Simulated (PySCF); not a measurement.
An unknown is described by computed data only.

Formula: C3H12PSi; charge +1.

| Item | Value |
| --- | --- |
| 13C NMR | chemical shifts (computed TMS as zero) by class: 22.6 (2 C), 19.5 (1 C) ppm [GIAO PBE0/pcSseg-1] |
| Polarisability | 83.1 au [PBE0/def2-SVPD] |
| UV, strongest line | among the 6 lowest singlet transitions: S5 at 7.39 eV (168 nm, f = 0.028) [TDDFT PBE0/def2-SVPD] |
| UV, first state | lowest singlet excitation: 6.24 eV (199 nm, f = 0.006) [TDDFT PBE0/def2-SVPD] |
| Triplet | lowest triplet excitation (Tamm–Dancoff): 5.92 eV [TDA PBE0/def2-SVPD] |
| Rotational structure | rotational constants A, B, C: 3.639, 1.773, 1.655 GHz [GFN2-xTB] |

Electronic properties: PySCF, gas phase, density fitting. Levels stand in brackets. The structure is a single GFN2-xTB conformer in the gas phase; no vibrational or solvent corrections. Each NMR value is the plain mean over a class of atoms that symmetry, rotation or inversion makes alike.

Question: What is the compound? Reason from the data.

Answer: Numbering: `[CH3:1][CH:2]([CH3:3])[SiH2:4][PH3+:5]`. 3 carbons fall into 2 classes; from least to most shielded: methyl carbon [C1/C3] (22.6 ppm, 2 C), sp3 carbon bound to silicon [C2] (19.5 ppm). S1 is mainly HOMO→LUMO (weight 0.98); the largest Löwdin shares of the orbital it empties are 0.28 on the sp3 carbon bound to silicon, 0.20 on the SiH2 silicon and 0.11 on each of 2 atoms of one kind (methyl carbon), of the orbital it fills 0.34 on the SiH2 silicon, 0.28 on the phosphorus bonded to Si and 3 H and 0.08 on each of 2 atoms of one kind (P–H hydrogen). The optimised geometry has point group Cs and is an asymmetric top. Structure: `CC(C)[SiH2][PH3+]`. The assignments are read from this structure; whether some other isomer fits the data as well wasn't checked.

Shape of the structure used: `[CH3:1][CH:2]([CH3:3])[SiH2:4][PH3+:5]`: C1–C2–Si4–P5 -62°.
